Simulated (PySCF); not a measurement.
Molecule: `InChI=1S/C4H9B/c1-2-3-4-5/h2H,1,3-5H2`.

Bonds (- single, = double, # triple, : aromatic): B1-C2, C2-C3, C3-C4, C4=C5. B1 carries H6, H7; C2 carries H8, H9; C3 carries H10, H11; C4 carries H12; C5 carries H13, H14. H14 is cis to C3; H13 is trans to C3.

Frames of a GFN2-xTB Langevin trajectory at 300 K; GIAO PBE0/pcSseg-1 shieldings in PySCF 2.14.0 with density-fitted response routines, gas phase, non-relativistic; equivalent atoms averaged within each frame.

Scale: BF3·OEt2 for ¹¹B (σref 100.07); ¹³C (σref 186.93) and ¹H (σref 31.72) against TMS (reference shieldings calculated alike). The references are static minima.

Task: How do the shifts (ppm) fluctuate along the trajectory?

Result: 
```
         time (fs)    B1     C4     C5    C2    C3  H6/H7   H12   H14   H13  H10/H11
               250  88.9  153.4  120.2  39.3  35.9   8.13  6.58  6.05  5.69     2.31
               425  85.1  154.8  115.9  46.2  37.7   7.69  5.97  5.39  5.64     1.89
               625  93.9  147.2  118.4  33.6  41.5   8.08  5.87  5.65  5.86     2.45
               800  93.4  150.1  130.4  36.0  33.9   8.22  6.77  6.27  6.19     2.04
              1000  93.3  147.7  129.0  33.3  43.7   8.33  6.31  5.74  4.32     3.33
    mean of frames  90.9  150.6  122.8  37.7  38.5   8.09  6.30  5.82  5.54     2.40
standard deviation   3.8    3.4    6.5   5.3   4.0   0.24  0.38  0.35  0.71     0.56
```

5 frames give an uncertainty of the mean of about the standard deviation over 2.2 at best, since frames this close in time may not be independent; classical motion lacks zero-point vibration, and the reference would need the same averaging.
